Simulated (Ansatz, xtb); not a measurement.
CH3F3GeS: 5 structures ranked

5 gas-phase structures of CH3F3GeS, from a drawn sample of its isomers (lower ones may exist). Each was relaxed with GFN2-xTB; where two conformers were screened, the lower at r2SCAN-D4/def2-SVP is listed:

A. `C[S][Ge]([F])([F])[F]`, a singlet
B. `F[CH2][Ge]([F])([F])[SH]`, a singlet
C. `FC[S][GeH]([F])[F]`, a singlet
D. `[F][Ge]([F])([F])[CH2]S`, a singlet
E. `[CH3][Ge]([F])([F])[S]F`, a singlet

Q: Make a reasoned guess at their ranking by r2SCAN-D4/def2-SVP single-point energy.

A: Calculated order at r2SCAN-D4/def2-SVP: A (0.0), D (61.1), B (121.3), C (136.3), E (182.0) kJ/mol.

Energies above the lowest of each column, in kJ/mol; the last columns are at PBE0-D4/def2-SVP geometries and were run for some of them only (a dash: not run or not comparable):

```json
{"structure": "A", "GFN2-xTB": "0.0", "HF/STO-3G": "0.0", "r2SCAN-D4/def2-SVP": "0.0", "PBE0-D4/def2-SVP": "0.0", "CCSD(T)/def2-SVP + ΔMP2/def2-TZVPP": "0.0"}
{"structure": "D", "GFN2-xTB": "106.4", "HF/STO-3G": "56.2", "r2SCAN-D4/def2-SVP": "61.1", "PBE0-D4/def2-SVP": "61.2", "CCSD(T)/def2-SVP + ΔMP2/def2-TZVPP": "56.4"}
{"structure": "B", "GFN2-xTB": "104.6", "HF/STO-3G": "69.2", "r2SCAN-D4/def2-SVP": "121.3", "PBE0-D4/def2-SVP": "112.4", "CCSD(T)/def2-SVP + ΔMP2/def2-TZVPP": "133.9"}
{"structure": "C", "GFN2-xTB": "99.7", "HF/STO-3G": "59.9", "r2SCAN-D4/def2-SVP": "136.3", "PBE0-D4/def2-SVP": "–", "CCSD(T)/def2-SVP + ΔMP2/def2-TZVPP": "–"}
{"structure": "E", "GFN2-xTB": "115.2", "HF/STO-3G": "105.6", "r2SCAN-D4/def2-SVP": "182.0", "PBE0-D4/def2-SVP": "–", "CCSD(T)/def2-SVP + ΔMP2/def2-TZVPP": "–"}
```

Every level run on A puts it lowest or level with the lowest. Flexible structures stand in one conformer each, not always the lowest. Frequencies (GFN2-xTB) were run for A, B, D alone. ΔMP2 is the change of the MP2 energy from the smaller to the larger basis.

Over these structures GFN2-xTB departs from r2SCAN-D4/def2-SVP by 30.1 kJ/mol on average once a common shift is removed. A GFN2-xTB relaxation took about 0.1 s and the r2SCAN-D4/def2-SVP energy about 2.7 s on a shared host (Ansatz 0.2.0, xtb 6.7.1).
